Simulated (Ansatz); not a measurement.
The cluster Be₂O₃, relaxed as a singlet with RKS PBE-D4/def2-TZVP in Ansatz, starting from the GFN2-xTB geometry. Force threshold 0.02 eV/Å.

The restricted singlet is unstable towards broken spin symmetry in Hartree–Fock (as tested in another run); at PBE-D4/def2-TZVP this wasn't settled. An occupied level of the charge 0 singlet lies above an empty one (by up to 0.64 eV), so this SCF solution is probably not the lowest. Another isomer (singlet) lies 2.78 eV lower at PBE0-D4/def2-TZVP; other spin states weren't run for this one.

Start:

```
atom   x (Å)   y (Å)   z (Å)
 Be1   0.359  -0.388  -0.700
 Be2  -0.812   0.841   1.421
  O3  -0.807   0.547   0.014
  O4   0.263   0.022   0.942
  O5   0.997  -1.022  -1.677
```

Q: Estimate the energy that the relaxation releases and the steps that it takes.

A: 2.30 eV, in 23 steps; 24 s on 4 threads of Arm Neoverse V1 on a shared host. No frequencies were taken in this run, so the end may be a saddle point.

Q: Does the start keep its bonding and symmetry?

A: Bonds lost: Be1–O4, O3–O4 (atoms count from 1). Point group Cs at the start, D∞h at the end, both within 0.05 Å; within 0.015 Å the end is C∞v.

Q: Predict the relaxed structure.

A: 
```xyz
5

Be    0.2428   -0.4945   -1.3264
Be   -0.2485    0.4976    1.3242
O    -0.0131    0.0080   -0.0055
O    -0.4851    0.9930    2.6714
O     0.5038   -1.0041   -2.6637
```
Bond lengths (bridged metal pairs left out): 4 × Be–O 1.44 to 1.45 Å.
